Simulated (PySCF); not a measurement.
C$_{2}$H$_{6}$N, doublet, at a GFN2-xTB geometry, with bond 6-2 at 2.0 times its length; R2SCAN/def2-SVP (PySCF).

Here is a job for PySCF.
```python
from pyscf import gto, scf, dft

mol = gto.Mole()
mol.atom = '''
    C    -0.10972354   -0.15634997    1.26440068
    N     0.10982201    0.48479466    0.05186353
    C    -0.00538562   -0.28027714   -1.16365005
    H     0.06635704    0.43135103    2.14529827
    H    -0.90801326   -0.87495642    1.27945416
    H     1.71235077    1.72173646    0.07685921
    H     0.81807734   -0.99357777   -1.30516267
    H    -0.02617055    0.40042004   -2.01496601
    H    -0.93943611   -0.84030228   -1.13653354
'''
mol.basis = 'def2-svp'
mol.spin = 1
mol.verbose = 4
mol.build()

mf = dft.UKS(mol)
mf.xc = 'r2scan'
mf.diis_space = 20
mf.kernel()
```

Output, abridged:

```
PySCF version 2.14.0

[INPUT] verbose = 4
[INPUT] num. atoms = 9
[INPUT] num. electrons = 25
[INPUT] charge = 0
[INPUT] spin (= nelec alpha-beta = 2S) = 1
[INPUT] symmetry False subgroup None
[INPUT] Mole.unit = angstrom
[INPUT] Symbol           X                Y                Z      unit          X                Y                Z       unit  Magmom
[INPUT]  1 C     -0.109723540000  -0.156349970000   1.264400680000 AA   -0.207347440018  -0.295458622884   2.389370996914 Bohr   0.0
[INPUT]  2 N      0.109822010000   0.484794660000   0.051863530000 AA    0.207533521349   0.916129134052   0.098007867553 Bohr   0.0
[INPUT]  3 C     -0.005385620000  -0.280277140000  -1.163650050000 AA   -0.010177346811  -0.529647033576  -2.198979899336 Bohr   0.0
[INPUT]  4 H      0.066357040000   0.431351030000   2.145298270000 AA    0.125396632037   0.815135310249   4.054026185803 Bohr   0.0
[INPUT]  5 H     -0.908013260000  -0.874956420000   1.279454160000 AA   -1.715896378873  -1.653428004730   2.417817951335 Bohr   0.0
[INPUT]  6 H      1.712350770000   1.721736460000   0.076859210000 AA    3.235873984488   3.253610368078   0.145242857050 Bohr   0.0
[INPUT]  7 H      0.818077340000  -0.993577770000  -1.305162670000 AA    1.545942121313  -1.877589868756  -2.466399994306 Bohr   0.0
[INPUT]  8 H     -0.026170550000   0.400420040000  -2.014966010000 AA   -0.049455172029   0.756684210387  -3.807733909208 Bohr   0.0
[INPUT]  9 H     -0.939436110000  -0.840302280000  -1.136533540000 AA   -1.775276959427  -1.587941171048  -2.147737121982 Bohr   0.0

nuclear repulsion = 75.0840631160033
number of shells = 36
number of NR pGTOs = 114
number of NR cGTOs = 72
basis = def2-svp
ecp = {}

******** <class 'pyscf.dft.uks.UKS'> ********
method = UKS
initial guess = minao
damping factor = 0
level_shift factor = 0
DIIS = <class 'pyscf.scf.diis.CDIIS'>
diis_start_cycle = 1
diis_space = 20
diis_damp = 0
SCF conv_tol = 1e-09
SCF conv_tol_grad = None
SCF max_cycles = 50
direct_scf = True
direct_scf_tol = 1e-13
number electrons alpha = 13  beta = 12
XC library pyscf.dft.libxc version 7.1.2
    S. Lehtola, C. Steigemann, M. J. T. Oliveira, and M. A. L. Marques,  SoftwareX 7, 1–5 (2018)
XC functionals = r2scan
    J. W. Furness, A. D. Kaplan, J. Ning, J. P. Perdew, and J. Sun,  J. Phys. Chem. Lett. 11, 8208–8215 (2020)
    J. W. Furness, A. D. Kaplan, J. Ning, J. P. Perdew, and J. Sun,  J. Phys. Chem. Lett. 11, 9248–9248 (2020)
    J. W. Furness, A. D. Kaplan, J. Ning, J. P. Perdew, and J. Sun,  J. Phys. Chem. Lett. 11, 8208–8215 (2020)
    J. W. Furness, A. D. Kaplan, J. Ning, J. P. Perdew, and J. Sun,  J. Phys. Chem. Lett. 11, 9248–9248 (2020)
radial grids:
    Treutler-Ahlrichs [JCP 102, 346 (1995); DOI:10.1063/1.469408] (M4) radial grids

becke partition: Becke, JCP 88, 2547 (1988); DOI:10.1063/1.454033
pruning grids: <function nwchem_prune>
grids dens level: 3
symmetrized grids: False
atomic radii adjust function: <function treutler_atomic_radii_adjust>
small_rho_cutoff = 0
Set gradient conv threshold to 3.16228e-05
tot grids = 100992
init E= -134.135218216759

cycle= 1 E= -134.201608769658  delta_E= -0.0664  |g|= 0.157  |ddm|=    2
cycle= 2 E= -134.198828973746  delta_E= 0.00278  |g|= 0.199  |ddm|= 0.411
cycle= 3 E= -134.213020321299  delta_E= -0.0142  |g|= 0.133  |ddm|= 0.26
cycle= 4 E= -134.221439630379  delta_E= -0.00842  |g|= 0.0279  |ddm|= 0.124
cycle= 5 E= -134.221920639335  delta_E= -0.000481  |g|= 0.00848  |ddm|= 0.0433
cycle= 6 E= -134.221995639756  delta_E= -7.5e-05  |g|= 0.00275  |ddm|= 0.0174
cycle= 7 E= -134.222015595395  delta_E= -2e-05  |g|= 0.00207  |ddm|= 0.00816
cycle= 8 E= -134.222028383798  delta_E= -1.28e-05  |g|= 0.00171  |ddm|= 0.00684
cycle= 9 E= -134.22205134727  delta_E= -2.3e-05  |g|= 0.00107  |ddm|= 0.0141
cycle= 10 E= -134.222068287164  delta_E= -1.69e-05  |g|= 0.000342  |ddm|= 0.0213
cycle= 11 E= -134.222069197822  delta_E= -9.11e-07  |g|= 0.000177  |ddm|= 0.00434
cycle= 12 E= -134.222069279475  delta_E= -8.17e-08  |g|= 6.59e-05  |ddm|= 0.00105
cycle= 13 E= -134.222069288111  delta_E= -8.64e-09  |g|= 1.89e-05  |ddm|= 0.00029
cycle= 14 E= -134.222069288839  delta_E= -7.28e-10  |g|= 6.39e-06  |ddm|= 0.000147
Extra cycle  E= -134.222069288844  delta_E= -5.34e-12  |g|= 8.38e-06  |ddm|= 1.57e-05
converged SCF energy = -134.222069288844  <S^2> = 0.78642638  2S+1 = 2.0361006
```
